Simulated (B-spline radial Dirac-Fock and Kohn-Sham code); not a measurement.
## X-ray lines that fill the 2p3/2 vacancy in Rh³⁺

System: the Rh³⁺ ion in the configuration [Kr] 4d5 5s1 (an excited configuration).

The computed values come from a B-spline atomic structure program: one-electron (LDA, Dirac) transition rates at Dirac-Fock energies.

```csv
line,multipole,energy (eV),rate (s⁻¹),share (%)
Lℓ (L3-M1),E1,2375.1,4.55e+12,3.16
Lα2 (L3-M4),E1,2694.0,1.32e+13,9.21
Lα1 (L3-M5),E1,2698.7,1.18e+14,81.8
Lβ6 (L3-N1),E1,–,9.06e+11,0.630
Lβ15 (L3-N4),E1,3011.6,7.47e+11,0.519
Lβ2 (L3-N5),E1,3012.1,6.66e+12,4.63
Lβ7 (L3-O1),E1,3027.2,8.44e+10,0.0587
```

The listed lines hold 100.0 % of the radiative rate. A dash stands for an energy that rests on an unreliable hole state. The radiative width is 0.0946 eV in the length form and 0.0963 eV in the velocity form; the two differ because the transition energies are not eigenvalue differences of the potential that gave the orbitals.
